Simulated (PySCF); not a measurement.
Electric field gradients and quadrupole coupling constants

Species: C5H9FO.
Atom-mapped SMILES: `[CH3:1][CH2:2][C@@H:3]([F:4])[CH2:5][CH:6]=[O:7]` (hydrogens: H8, H9, H10 on C1; H11, H12 on C2; H13 on C3; H14, H15 on C5; H16 on C6)

Cartesian coordinates in Å at the GFN2-xTB level; atoms count from 1:
```
atom  x, y, z in Å
C1    -2.1314    0.7816    0.4610
C2    -0.7644    0.5542   -0.1736
C3    -0.0657   -0.6686    0.4095
F4    -0.8078   -1.8017    0.1142
C5     1.3422   -0.8735   -0.1483
C6     2.3487    0.0846    0.4151
O7     2.1365    0.9223    1.2439
H8    -2.0291    0.9729    1.5264
H9    -2.6218    1.6352    0.0006
H10   -2.7605   -0.0946    0.3236
H11   -0.8796    0.4105   -1.2503
H12   -0.1241    1.4199   -0.0018
H13   -0.0323   -0.6089    1.5046
H14    1.6803   -1.8886    0.0829
H15    1.3404   -0.7818   -1.2380
H16    3.3609   -0.0547   -0.0138
```

Field gradients from the PBE0/pcSseg-1 density (PySCF, non-relativistic), principal values in atomic units, ordered |Vxx| ≤ |Vyy| ≤ |Vzz|:

```json
{"atom": "O7", "Vxx": "0.4277", "Vyy": "1.6081", "Vzz": "-2.0359"}
```

Question: Find the asymmetry η = (Vxx − Vyy)/Vzz and the couplings χ = eQV/h (234.96 MHz × Q in barn × V in au), with Q(17O) = −0.0256 b.

Answer: 
```tsv
atom	environment	nucleus	η	χzz (MHz)	χxx (MHz)	χyy (MHz)
O7	aldehyde oxygen	17O	0.58	12.25	-2.57	-9.67
```

The tensor is traceless: Vxx + Vyy + Vzz = 0.

Question: What is Vzz at O7 in SI units (1 au = 9.71736 × 10²¹ V/m²)?

Answer: -2.0359 au = -19.783 × 10²¹ V/m².

Question: What couplings would deuterons (Q(2H) = 0.00286 b) have in place of the hydrogens, at this geometry?

Answer: 
| atom | bonded to | bond length (Å) | Vzz (au) | η | χzz (kHz) |
| --- | --- | --- | --- | --- | --- |
| H8 | C1 | 1.087 | 0.3148 | 0.03 | 212 |
| H9 | C1 | 1.087 | 0.3175 | 0.02 | 213 |
| H10 | C1 | 1.087 | 0.3126 | 0.02 | 210 |
| H11 | C2 | 1.092 | 0.3025 | 0.04 | 203 |
| H12 | C2 | 1.090 | 0.3015 | 0.04 | 203 |
| H13 | C3 | 1.097 | 0.2799 | 0.03 | 188 |
| H14 | C5 | 1.095 | 0.2981 | 0.03 | 200 |
| H15 | C5 | 1.094 | 0.2994 | 0.03 | 201 |
| H16 | C6 | 1.108 | 0.2684 | 0.01 | 180 |

Geometry: GFN2-xTB, one conformer, isolated molecule. GFN2-xTB bond lengths can be off by several hundredths of an ångström, more for odd bonds, and the gradients follow them. The basis is small and wasn't made for field gradients, so the couplings can be 20 % off.
